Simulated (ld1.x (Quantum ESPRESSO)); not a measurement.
Sn (Z = 50): variants of one TM potential

Base potential:

tin (Sn), norm-conserving Troullier–Martins (Kleinman–Bylander form), made with ld1.x (Quantum ESPRESSO) 7.5 (PBE, scalar-relativistic). Core [Kr], reference 4d10 5s2 5p2. Waves: 5s (bound): rc 2.15 bohr; 5p (bound): rc 1.80 bohr; 4d (bound): rc 1.65 bohr. Local part: all-electron potential smoothed inside 1.65 bohr (lloc = -2). Core correction: Bessel-smoothed model core inside 1.15 bohr.

All-electron outer shells of the reference configuration (PBE, scalar-relativistic, ld1.x):

| shell | level (eV) | outermost node (bohr) | outermost maximum (bohr) |
| --- | --- | --- | --- |
| 4s | -133.93 | 0.40 | 0.74 |
| 4p | -89.70 | 0.41 | 0.79 |
| 4d | -25.84 | 0.39 | 0.88 |
| 5s | -10.55 | 0.98 | 2.01 |
| 5p | -3.69 | 1.09 | 2.55 |

Cutoffs, loose and tight: the cutoffs (Ry, on a coarse ladder) from which the occupation-weighted sum of valence levels, in a spherical-Bessel basis at the reference potential, stays within 10 and 1 mRy of its value at 400 Ry. They do not see the model core or the augmentation charge, which bear on the density cutoff. Test errors are all-electron minus pseudo excitation energies from the reference, over the configurations 4d10 5s2 5p1; 4d10 5s2 5p0; 4d10 5s1 5p0; 4d10 5s0 5p0; 4d10 5s1 5p2; 4d10 5s0 5p4; 4d9 5s2 5p3. A dash means not determined; rows that change the core or the reference have their own tests.

A true bound ghost makes a file unfit for plane-wave use even where its test errors are small: the radial tests pick states by their node count and pass the ghost by.

| change | outcome | cutoff, loose | cutoff, tight | bound ghosts | largest test error (meV) |
| --- | --- | --- | --- | --- | --- |
| base | generated | 80 Ry | 140 Ry | none | -80 |
| all radii but the core radius scaled by about 1.15 (s 2.48, p 2.08, d 1.90 bohr); local potential all-electron potential smoothed inside 1.90 bohr (lloc = -2) | generated | 70 Ry | 110 Ry | none | -123 |
| all radii but the core radius scaled by about 1.25 (s 2.68, p 2.24, d 2.06 bohr); local potential all-electron potential smoothed inside 2.06 bohr (lloc = -2) | generated | 60 Ry | 110 Ry | none | -189 |

What comes out with this change to the base: all radii but the core radius scaled by about 0.78 (s 1.66, p 1.40, d 1.28 bohr); local potential all-electron potential smoothed inside 1.28 bohr (lloc = -2)?

outcome: generated; cutoff, loose: 180 Ry; cutoff, tight: 260 Ry; bound ghosts: p, s; largest test error (meV): +137.

What comes out with this change to the base: all radii but the core radius scaled by about 0.93 (s 2.00, p 1.66, d 1.52 bohr); local potential all-electron potential smoothed inside 1.52 bohr (lloc = -2)?

outcome: generated; cutoff, loose: 90 Ry; cutoff, tight: 140 Ry; bound ghosts: s; largest test error (meV): +281.

What comes out with this change to the base: all radii but the core radius scaled by about 1.35 (s 2.90, p 2.42, d 2.22 bohr); local potential all-electron potential smoothed inside 2.22 bohr (lloc = -2)?

outcome: generated; cutoff, loose: 55 Ry; cutoff, tight: 100 Ry; bound ghosts: none; largest test error (meV): -311.

Reading the sweep of the scale of all radii but the core radius (base = 1) (base included, trends over the rows without a ghost): The loose cutoff falls from 80 Ry at 1 to 55 Ry at 1.35. A larger radius leaves more room for a smooth pseudo-wave, so fewer plane waves are needed; a smaller one forces it to follow the all-electron wave where it bends sharply. The median size of the test errors (rows with all tests solved) rises from 2.7 meV at 1 to 23.5 meV at 1.35. More of the atom is replaced by a form fitted at one configuration, so other configurations suffer as the radius grows. Bound ghosts are found at 0.78, 0.93.
